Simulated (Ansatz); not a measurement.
Consider the ligand exchange at a Zr–F bond: `C[N](C)[Zr]([F])([N](C)C)[N](C)C` + HCl → `C[N](C)[Zr]([Cl])([N](C)C)[N](C)C` + H–F.

Computed with Ansatz on PBE0-D4/def2-TZVP structures; ΔE is electronic, products minus reactants. CBS: MP2 limit from def2 TZ/QZ plus the TZ coupled-cluster correction, frozen cores. This one scheme is used for every species. Functionals use def2-TZVPP. B3LYP here is the variant with VWN-RPA as its local correlation; programs differ in this. def2 core potentials past Kr. For Zr outer-core shells are correlated without core-valence functions, which leaves a few kJ/mol of doubt a bond. One conformer a species, not always the lowest.

Is it downhill or uphill in electronic energy at CCSD(T)/CBS, and by how much? (Estimate.)

The calculation gave: Downhill: ΔE = -12.5 kJ/mol.

What do these levels give: B3LYP-D4, CAM-B3LYP-D4, CCSD/def2-SVP, CCSD/def2-TZVPP, CCSD(T)/def2-TZVPP, CCSD/CBS(def2)? (An estimate is asked.)

The calculation gave: B3LYP-D4 -1.4, CAM-B3LYP-D4 4.6, CCSD/def2-SVP 7.6, CCSD/def2-TZVPP -6.9, CCSD(T)/def2-TZVPP -10.5, CCSD/CBS(def2) -9.0 kJ/mol.

Largest T1 diagnostic among the species: 0.015.

From PBE to PBE0 (25 % exact exchange), in def2-TZVPP and without D4, ΔE moves by −7.7 kJ/mol. The D4 term adds −10.4 kJ/mol with B3LYP and −6.1 kJ/mol with PBE0; it sums over pairs of atoms, weighted by their polarisabilities, and B3LYP, whose exchange is more repulsive, gets the larger term.
